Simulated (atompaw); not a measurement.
# Building the PAW (atompaw) potential for W (Z = 74) (LDA (PW92), scalar-relativistic).

The input file (atompaw 4.2.0.5):

```
W 74
LDA-PW scalarrelativistic loggrid 2001 logderivrange -5 5 251
6 6 5 4 0 0
6 1 0
5 2 4
0 0 0
c
c
c
c
c
v
c
c
c
v
v
c
c
v
c
2
3.00 2.15 2.50 2.20
y
3.65
n
n
y
0.4
n
custom polynom2 7 10 vanderbiltortho besselshape
bessel
3.00
3.00
1.75
3.00
3.00
3.00
PWSCFOUT
UPFDX 0.0125d0 UPFXMIN -7.d0 UPFZMESH 74.d0
END
```

Command:

```bash
atompaw < W.input > W.log
```

Resulting log (summary file):

```
Completed calculations for W (AE)

 Exchange-correlation type: LDA, Perdew-Wang correlation

 Radial integration grid is logarithmic
 r0 =   9.2376146E-05 h =   6.8358348E-03   n =      2001 rmax =   8.0000000E+01

 Scalar relativistic calculation

 AEatom converged in  40 iterations
   nz     =  74.00
   delta  =       4.535762073142E-16

 All Electron Orbital energies:
  n  l      occupancy      energy
  1  0      2.0000000E+00 -5.1037251E+03
  2  0      2.0000000E+00 -8.8097862E+02
  3  0      2.0000000E+00 -2.0285794E+02
  4  0      2.0000000E+00 -4.1799145E+01
  5  0      2.0000000E+00 -5.8283020E+00
  6  0      2.0000000E+00 -4.3387333E-01
  2  1      6.0000000E+00 -7.7072350E+02
  3  1      6.0000000E+00 -1.7021398E+02
  4  1      6.0000000E+00 -3.1087084E+01
  5  1      6.0000000E+00 -3.1888036E+00
  6  1      0.0000000E+00 -1.0752472E-01
  3  2      1.0000000E+01 -1.3260993E+02
  4  2      1.0000000E+01 -1.7511333E+01
  5  2      4.0000000E+00 -3.4391848E-01
  4  3      1.4000000E+01 -2.4593663E+00

 Total energy
   Total                    :   -32266.19224731190116

 ---
 Completed calculations for W (SC)

 Exchange-correlation type: LDA, Perdew-Wang correlation

 Radial integration grid is logarithmic
 r0 =   9.2376146E-05 h =   6.8358348E-03   n =      2001 rmax =   8.0000000E+01

 Scalar relativistic calculation

 SCatom converged in   4 iterations
   nz     =  74.00
   delta  =       7.158470559480E-15

 Valence Electron Orbital energies:
  n  l      occupancy      energy
   6  0      2.0000000E+00 -4.3387333E-01
   5  1      6.0000000E+00 -3.1888036E+00
   6  1      0.0000000E+00 -1.0752471E-01
   5  2      4.0000000E+00 -3.4391848E-01

 Total energy
   Total                    :   -32266.19224733924057
   Valence                  :     -700.79571371631346

 PAW parameters:
       lmax =            2
         rc =    3.0065594024247702
        irc =         1521
   rc_shape =    2.1507749952686330
    rc_vloc =    2.5169772782546964
    rc_core =    2.2103983269428364
   Vloc: truncated form - Vps(r)=A.sin(qr)/r for r<rc
   Projector type: improved polynomial pseudization + Vanderbilt ortho.
   Bessel compensation charge shape zeroed at   2.1508E+00

 Number of basis functions     6
 No.   n  nodes  l      Energy         Cp coeff         Occ
  1    6    5    0   -0.4338733E+00  0.2293476E+01  0.2000000E+01
  2  999    6    0    0.3650000E+01  0.6239074E+00  0.0000000E+00
  3    5    3    1   -0.3188804E+01 -0.3551488E+00  0.6000000E+01
  4    6    4    1   -0.1075247E+00  0.1389444E+02  0.0000000E+00
  5    5    2    2   -0.3439185E+00  0.1329110E+01  0.4000000E+01
  6  999    3    2    0.4000000E+00 -0.6342566E+01  0.0000000E+00

 Eigenvalues of overlap operator (in the basis of projectors):
    1        6.43011546E-01
    2        1.66309326E+00
    3        4.34815295E+00
    4        6.24381473E+00
    5        7.07088483E+01
    6        5.72475713E+02

 Orbital leakage outside PAW augmentation regions
   orb  is_core?  %out_of_sphere
   1 0    T           0.00
   2 0    T           0.00
   3 0    T           0.00
   4 0    T           0.00
   5 0    T           0.02
   6 0    F          49.80
   2 1    T           0.00
   3 1    T           0.00
   4 1    T           0.00
   5 1    F           0.23
   6 1    F          83.25
   3 2    T           0.00
   4 2    T           0.00
   5 2    F          14.77
   4 3    T           0.01

 Summary of PAW energies
   Total valence energy     :   -700.79574102618733
   Smooth energy            :     44.92544763426892
   One center               :   -745.72118866045628
   Smooth kinetic           :     22.33292043691252
   Vloc energy              :     17.35042487316024
   Smooth exch-corr         :     -8.21491863828273
   One-center xc            :   -618.34655206399600
```

The run took about 26 s on one core of a shared server CPU.
